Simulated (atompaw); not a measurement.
# Building the PAW (atompaw) potential for In (Z = 49) (PBEsol, scalar-relativistic).

atompaw 4.2.0.5 was run on this input:

```
In 49
GGA-PBESOL scalarrelativistic loggrid 1500 logderivrange -3 5 201
5 5 4 0 0 0
5 1 1
0 0 0
c
c
c
c
v
c
c
c
v
c
c
2
3.00 2.40 2.95 3.00
y
1.45
n
y
1.6
n
y
0.05
y
1.7
n
bloechl sinc
bessel
PWSCFOUT
UPFDX 0.0125d0 UPFXMIN -7.d0 UPFZMESH 49.d0
END
```

Command:

```bash
atompaw < In.input > In.log
```

Resulting log (summary file):

```
Completed calculations for In (AE)

 Exchange-correlation type: GGA, Perdew-Burke-Ernzerhof modified (PBEsol)

 Radial integration grid is logarithmic
 r0 =   1.7725997E-04 h =   8.6857385E-03   n =      1500 rmax =   8.0000000E+01

 Scalar relativistic calculation

 AEatom converged in  32 iterations
   nz     =  49.00
   delta  =       3.072100169385E-17

 All Electron Orbital energies:
  n  l      occupancy      energy
  1  0      2.0000000E+00 -2.0388153E+03
  2  0      2.0000000E+00 -3.0528823E+02
  3  0      2.0000000E+00 -5.7912206E+01
  4  0      2.0000000E+00 -8.7835244E+00
  5  0      2.0000000E+00 -6.0678872E-01
  2  1      6.0000000E+00 -2.7405965E+02
  3  1      6.0000000E+00 -4.7687378E+01
  4  1      6.0000000E+00 -5.7342776E+00
  5  1      1.0000000E+00 -1.8513019E-01
  3  2      1.0000000E+01 -3.1802158E+01
  4  2      1.0000000E+01 -1.3664223E+00

 Total energy
   Total                    :   -11757.91864702931889

 ---
 Completed calculations for In (SC)

 Exchange-correlation type: GGA, Perdew-Burke-Ernzerhof modified (PBEsol)

 Radial integration grid is logarithmic
 r0 =   1.7725997E-04 h =   8.6857385E-03   n =      1500 rmax =   8.0000000E+01

 Scalar relativistic calculation

 SCatom converged in   3 iterations
   nz     =  49.00
   delta  =       4.174060051002E-17

 Valence Electron Orbital energies:
  n  l      occupancy      energy
   5  0      2.0000000E+00 -6.0678872E-01
   5  1      1.0000000E+00 -1.8513019E-01

 Total energy
   Total                    :   -11757.91864702967177
   Valence                  :     -315.53361634186041

 PAW parameters:
       lmax =            2
         rc =    3.0004450390628121
        irc =         1122
   rc_shape =    2.4147670767205942
    rc_vloc =    2.9744952780188711
    rc_core =    3.0004450390628121
   Vloc: truncated form - Vps(r)=A.sin(qr)/r for r<rc
   Projector type: Bloechl + Gram-Schmidt ortho.
   Sinc^2 compensation charge shape zeroed at   2.4148E+00

 Number of basis functions     6
 No.   n  nodes  l      Energy         Cp coeff         Occ
  1    5    4    0   -0.6067887E+00 -0.4394934E+00  0.2000000E+01
  2  999    5    0    0.1450000E+01 -0.2444992E+01  0.0000000E+00
  3    5    3    1   -0.1851302E+00  0.2619716E-02  0.1000000E+01
  4  999    4    1    0.1600000E+01 -0.1194360E+01  0.0000000E+00
  5  999    2    2    0.5000000E-01 -0.5969193E+01  0.0000000E+00
  6  999    3    2    0.1700000E+01  0.1403753E+02  0.0000000E+00

 Eigenvalues of overlap operator (in the basis of projectors):
    1        3.33807920E-02
    2        1.27939630E-01
    3        3.96672856E-01
    4        7.91056467E-01
    5        3.69708652E+00
    6        1.24852394E+01

 Orbital leakage outside PAW augmentation regions
   orb  is_core?  %out_of_sphere
   1 0    T           0.00
   2 0    T          -0.00
   3 0    T           0.00
   4 0    T           0.00
   5 0    F          29.24
   2 1    T           0.00
   3 1    T           0.00
   4 1    T           0.01
   5 1    F          62.32
   3 2    T           0.00
   4 2    T           0.73

 Summary of PAW energies
   Total valence energy     :   -315.53361787603802
   Smooth energy            :      4.46938542237281
   One center               :   -320.00300329841082
   Smooth kinetic           :      1.35030078980775
   Vloc energy              :      1.87147087932030
   Smooth exch-corr         :     -2.23695223672166
   One-center xc            :   -311.34477665127957
```

Note: ghost state, extra bound levels that the all-electron valence spectrum of the same l lacks: d at -6.4 eV. A true bound ghost makes a file unfit for plane-wave use.

The run took about 7.8 s on one core of a shared server CPU.
